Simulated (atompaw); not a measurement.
## u(r) = r·R(r): atom against pseudo-atom (Ca)

Columns: radius, all-electron u(r) and pseudo u(r) of the 4s shell (level -5.12 eV) of calcium in the configuration [Ne] 3s2 3p6 3d0 4s1.75 4p0; LDA (PW92), scalar-relativistic, PAW (atompaw) scheme, atompaw 4.2.0.5.

| r (bohr) | all-electron | pseudo |
| --- | --- | --- |
| 0.085 | -0.0305 | -0.0376 |
| 0.169 | 0.1110 | -0.0735 |
| 0.254 | 0.1529 | -0.1073 |
| 0.338 | 0.1070 | -0.1372 |
| 0.423 | 0.0191 | -0.1627 |
| 0.508 | -0.0752 | -0.1827 |
| 0.592 | -0.1550 | -0.1963 |
| 0.677 | -0.2136 | -0.2032 |
| 0.762 | -0.2477 | -0.2030 |
| 0.846 | -0.2591 | -0.1956 |
| 0.931 | -0.2511 | -0.1810 |
| 1.015 | -0.2278 | -0.1597 |
| 1.100 | -0.1924 | -0.1319 |
| 1.185 | -0.1485 | -0.0984 |
| 1.269 | -0.0996 | -0.0606 |
| 1.354 | -0.0470 | -0.0184 |
| 1.438 | 0.0063 | 0.0260 |
| 1.523 | 0.0601 | 0.0727 |
| 1.608 | 0.1127 | 0.1201 |
| 1.692 | 0.1627 | 0.1666 |
| 1.777 | 0.2107 | 0.2124 |
| 1.862 | 0.2556 | 0.2563 |
| 1.946 | 0.2969 | 0.2971 |
| 2.031 | 0.3352 | 0.3352 |
| 2.115 | 0.3698 | 0.3698 |
| 2.200 | 0.4014 | 0.4014 |

(1) How many radial nodes do the two functions have?

(2) Is the pseudo-wave norm-conserving?

Answers

(1) The all-electron 4s function has n − l − 1 = 3; the pseudo-wave has 1, since 1 lower shell of the same l stays in the valence.

(2) No, it belongs to a PAW set: the norm inside the radius is not constrained, and the difference is carried by the augmentation charge.
